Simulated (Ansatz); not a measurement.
Energy difference R1 → P1 + P2, each structure at its B3LYP-D3(BJ)/def2-TZVP stationary point, reached from a drawn start (curvature not checked).
R1: C2H4 (SMILES C=C), charge 0, multiplicity 1.
P1, C2H3 (SMILES [CH]=C) (charge 0, multiplicity 2, Z-matrix in Å and degrees):
```
C
C 1 1.3014
H 2 1.0786 1 138.61
H 1 1.0866 2 122.31 3 179.98
H 1 1.0922 4 115.84 2 179.97
```
P2: H atom, charge 0, multiplicity 2.

P less R. No zero-point or thermal terms; singlets are restricted closed shells; open shells are unrestricted.

Frozen-core correlation throughout. CBS(a, b) extrapolates the correlation energy as X⁻³ and adds the Hartree–Fock energy of set b.

The values were computed with Ansatz (Gaussian orbitals). No computed number here is a measurement.

Q: What is the computed reaction energy (wB97X-V/def2-TZVPP)?

A: 5.10 eV

Q: What reaction energy does MP2/cc-pVQZ give?

A: 5.34 eV

Q: What is the computed reaction energy (CCSD(T)/CBS(cc-pVTZ, cc-pVQZ))?

A: 5.14 eV

Doubts at one or more of the structures used: a spin-contaminated determinant (MP2/cc-pVQZ, CCSD(T)/CBS(cc-pVTZ, cc-pVQZ)).

Ansatz is an electronic-structure program.
